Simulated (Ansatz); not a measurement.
A run for Ansatz (a first-principles code): R-wB97X-V/def2-TZVPP on C8H8 (SMILES C=Cc1ccccc1), a point of a torsion scan.

Ansatz 0.2 input:
```yaml
crystal:
  periodic: [false, false, false]
  atoms:
    - {symbol: C, position_ang: [-2.66766980, -0.77068484, -0.46342897]}
    - {symbol: C, position_ang: [-1.89147484, 0.27611310, -0.24771357]}
    - {symbol: C, position_ang: [-0.43601948, 0.18365667, -0.02720211]}
    - {symbol: C, position_ang: [0.42749432, -0.07214932, -1.08614051]}
    - {symbol: C, position_ang: [1.79405055, -0.13201206, -0.87793677]}
    - {symbol: C, position_ang: [2.31350947, 0.06858872, 0.38945200]}
    - {symbol: C, position_ang: [1.46060903, 0.33386234, 1.44780491]}
    - {symbol: C, position_ang: [0.09498747, 0.40037177, 1.23992547]}
    - {symbol: H, position_ang: [-3.73172580, -0.67659181, -0.60111139]}
    - {symbol: H, position_ang: [-2.26188729, -1.76744514, -0.52447286]}
    - {symbol: H, position_ang: [-2.31520338, 1.27031506, -0.16630947]}
    - {symbol: H, position_ang: [0.01969454, -0.22947361, -2.07449323]}
    - {symbol: H, position_ang: [2.45562895, -0.33308234, -1.70818181]}
    - {symbol: H, position_ang: [3.38027841, 0.02120145, 0.55208401]}
    - {symbol: H, position_ang: [1.86147890, 0.49374485, 2.43834447]}
    - {symbol: H, position_ang: [-0.57072623, 0.60996423, 2.06526627]}
basis:
  gaussian:
    orbitals: def2-TZVPP
hamiltonian:
  xc: {name: wB97X-V}
scf: {lower_state_search: off}
```

Output:

```
WARN ansatz: RAYON_NUM_THREADS=4 ignored (pool sized by the plan → 4); use --threads N
Functional definition: wB97X-V
these checks for a lower state are left out or cut short: stability, starts, cluster_reference, orbital_swaps, neighbouring_geometries, increment
integrals: 0.54 GiB planned
1912 factors; their error is unknown
integrals: 0.58 GiB planned
478 factors; integrals over basis functions are off by at most 9.5e-6 eV
mean field: 4.24 GiB planned
mean field evaluation 1: about -8420.5155 eV, gradient 4.9e1 eV
mean field evaluation 2: about -8424.0889 eV, gradient 3.1e1 eV
mean field evaluation 4: about -8426.3024 eV, gradient 1.4e0 eV
mean field evaluation 8: about -8426.3193 eV, gradient 3.4e-2 eV
mean field evaluation 16: about -8426.3007 eV, gradient 1.3e-4 eV
mean field -8426.30067245 eV, -309.6608381606 hartree, gradient 6.5e-6 eV, S^2 0.000000; 0 other end points of the search recorded, 0 dependent functions left out
reference -8426.30067010 eV, -309.6608380746 hartree; 28, 28 occupied and 332, 332 virtual orbitals, 1912 factors
Total energy: -8426.30067010 eV, -309.6608380746 hartree
Checks for a lower state left out: stability, starts, cluster_reference, orbital_swaps, neighbouring_geometries, increment
```

The run converged.

Cost: roughly 24 core-seconds.
